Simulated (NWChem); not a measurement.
System: HTeCl; SMILES Cl[TeH]

The following NWChem deck was run.

```
start job
memory heap 200 mb stack 900 mb global 1100 mb
geometry units angstroms noautoz
  Te     0.028546     0.568206     0.000000
  H     -1.637055     0.677057     0.000000
  Cl     0.033325    -1.804369     0.000000
end
basis spherical
  * library def2-svpd
end
ecp
  Te library def2-ecp
end
dft
  xc m06-2x
  iterations 150
  vectors input atomic output neutral.movecs
end
task dft energy
charge 1
dft
  odft
  mult 2
  vectors input atomic output cation.movecs
end
task dft energy
charge -1
dft
  odft
  mult 2
  vectors input atomic output anion.movecs
end
task dft energy
```

NWChem printed, in part:

```
             Northwest Computational Chemistry Package (NWChem) 7.3.0
             --------------------------------------------------------

 CS  symmetry detected

                             Geometry "geometry" -> ""
                             -------------------------

 Output coordinates in angstroms (scale by  1.889725989 to convert to a.u.)

  No.       Tag          Charge          X              Y              Z
 ---- ---------------- ---------- -------------- -------------- --------------
    1 Te                  52.0000     0.02765355     0.57442208     0.00000000
    2 H                    1.0000    -1.63693283     0.69782152     0.00000000
    3 Cl                  17.0000     0.01170284    -1.79810411     0.00000000

 Effective nuclear repulsion energy (a.u.)     216.6594177283

      Symmetry information
      --------------------

 Group name             Cs
 Group number              2
 Group order               2
 No. of unique centers     3

                                 NWChem DFT Module
                                 -----------------

 Summary of "ao basis" -> "ao basis" (spherical)
 ------------------------------------------------------------------------------
       Tag                 Description            Shells   Functions and Types
 ---------------- ------------------------------  ------  ---------------------
 Te                        def2-svpd                13       35   5s5p3d
 H                         def2-svpd                 4        8   2s2p
 Cl                        def2-svpd                11       27   5s4p2d

      Symmetry analysis of basis
      --------------------------

        a'         49
        a"         21

            General Information
            -------------------
          SCF calculation type: DFT
          Wavefunction type:  closed shell.
          No. of atoms     :     3
          No. of electrons :    42
           Alpha electrons :    21
            Beta electrons :    21
          Charge           :     0
          Spin multiplicity:     1
          Use of symmetry is: on ; symmetry adaption is: on
          Maximum number of iterations: 150
          AO basis - number of functions:    70
                     number of shells:    28
          Convergence on energy requested:  1.00D-06
          Convergence on density requested:  1.00D-05
          Convergence on gradient requested:  5.00D-04

              XC Information
              --------------
                       M06-2X Method XC Functional
                     Hartree-Fock (Exact) Exchange  0.540
                        M06-2X Exchange Functional  1.000
                      M06-2X Correlation Potential  1.000

             Grid Information
             ----------------
          Grid used for XC integration:  medium
          Radial quadrature: Mura-Knowles
          Angular quadrature: Lebedev.
          Tag              B.-S. Rad. Rad. Pts. Rad. Cut. Ang. Pts.
          ---              ---------- --------- --------- ---------
          Te                  1.40      123          12.0       590
          H                   0.35       45          11.0       434
          Cl                  1.00       88          12.0       590
          Grid pruning is: on
          Number of quadrature shells:   256
          Spatial weights used:  Erf1

      Superposition of Atomic Density Guess
      -------------------------------------

 Sum of atomic energies:        -771.05050282

      Non-variational initial energy
      ------------------------------

 Total energy =    -726.910480
 1-e energy   =   -1304.556395
 2-e energy   =     476.029875
 HOMO         =      -0.233452
 LUMO         =      -0.088237

      Symmetry analysis of molecular orbitals - initial
      -------------------------------------------------

  Numbering of irreducible representations:

     1 a'          2 a"

  Orbital symmetries:

     1 a'          2 a'          3 a'          4 a'          5 a"
     6 a'          7 a'          8 a'          9 a"         10 a'
    11 a'         12 a'         13 a"         14 a"         15 a'
    16 a'         17 a'         18 a'         19 a"         20 a'
    21 a"         22 a'         23 a'         24 a'         25 a'
    26 a"         27 a'         28 a'         29 a"         30 a'
    31 a"

   convergence    iter        energy       DeltaE   RMS-Dens  Diis-err
 ---------------- ----- ----------------- --------- --------- ---------
 d= 0,ls=0.0,diis     1   -728.5601899221 -8.30D+02  8.96D-03  1.40D-01
 d= 0,ls=0.0,diis     2   -728.5736106280 -1.34D-02  3.79D-03  6.06D-02
 d= 0,ls=0.0,diis     3   -728.5821604040 -8.55D-03  9.85D-04  3.46D-03
 d= 0,ls=0.0,diis     4   -728.5826383376 -4.78D-04  2.29D-04  1.87D-04
 d= 0,ls=0.0,diis     5   -728.5826718679 -3.35D-05  8.34D-05  1.16D-05
  Resetting Diis
 d= 0,ls=0.0,diis     6   -728.5826742481 -2.38D-06  1.22D-05  3.81D-07
 d= 0,ls=0.0,diis     7   -728.5826743457 -9.76D-08  3.56D-06  1.67D-08

         Total DFT energy =     -728.582674345664
      One electron energy =    -1305.003385298596
           Coulomb energy =      524.080427369949
    Exchange-Corr. energy =      -49.275756889221
 Nuclear repulsion energy =      101.616040472204

 Numeric. integr. density =       42.000005159680

                  Occupations of the irreducible representations
                  ----------------------------------------------

                     irrep           alpha         beta
                     --------     --------     --------
                     a'               15.0         15.0
                     a"                6.0          6.0

                       DFT Final Molecular Orbital Analysis
                       ------------------------------------

[...]
```

Level: M06-2X/def2-SVPD with def2 effective core potentials on Te, vertical spin-unrestricted ions. Coordinates come from a PBE0/def2-SVP optimisation. def2 effective core potentials on Te; no spin-orbit coupling.
